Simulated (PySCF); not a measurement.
**How the method changes the constants of BiSb**

State: ¹Σ⁺ (singlet), closed shell. Set-up: basis Bi cc-pVDZ-PP with ECP60, Sb cc-pVDZ-PP with ECP28; scalar-relativistic core potentials; PySCF 2.14. De refers to Bi + Sb in their high-spin ground configurations, without counterpoise correction. A positive dipole means Bi(−)Sb(+). Levels whose curve was spin-contaminated or gave no clean fit are not listed.

| Level | Re (Å) | ωe (cm⁻¹) | De (eV) | μ (D) | CPU s a point (SCF and correlation, without the integrals) |
| --- | --- | --- | --- | --- | --- |
| RHF-MP2 | 2.656 | 196 | 2.10 | n/a | 0.075 |
| RHF-SCS-MP2 | 2.647 | 202 | 1.94 | n/a | n/a |
| RHF-CCSD | 2.599 | 235 | 1.53 | n/a | n/a |
| RHF-CCSD(T) | 2.629 | 218 | 1.89 | n/a | 1.3 |
| PBE | 2.594 | 236 | 2.92 | -0.62 | 0.74 |
| TPSSh | 2.567 | 248 | 2.60 | -0.72 | 1.1 |

(1) What does the triples do here, going from RHF-CCSD to RHF-CCSD(T)?

Correlated steps freeze 8 core orbitals. Closed-shell solutions of metal pairs were not tested for spin polarisation, which can lower them a little. Correlated levels converge slowly with the basis: in double zeta they bind strong bonds too weakly, by up to about 1 eV, and carry superposition errors of some tenths. Spin–orbit coupling is left out, which matters for elements this heavy, above all for dissociation energies. Where the molecule has an RHF reference, its open-shell atoms are computed with UHF.

The whole job (state search and all levels along the bond) took about 2 min on 1 thread of Arm Neoverse V2 (shared host), peak memory 0.52 GiB.

Results:

(1) RHF-CCSD(T) less RHF-CCSD: +3.0 pm in Re, -7.2 % in ωe, +0.36 eV in De. Correlation nearly always deepens the well. The bond lengthens, as in strong covalent bonds, where excitations into antibonding orbitals dominate.
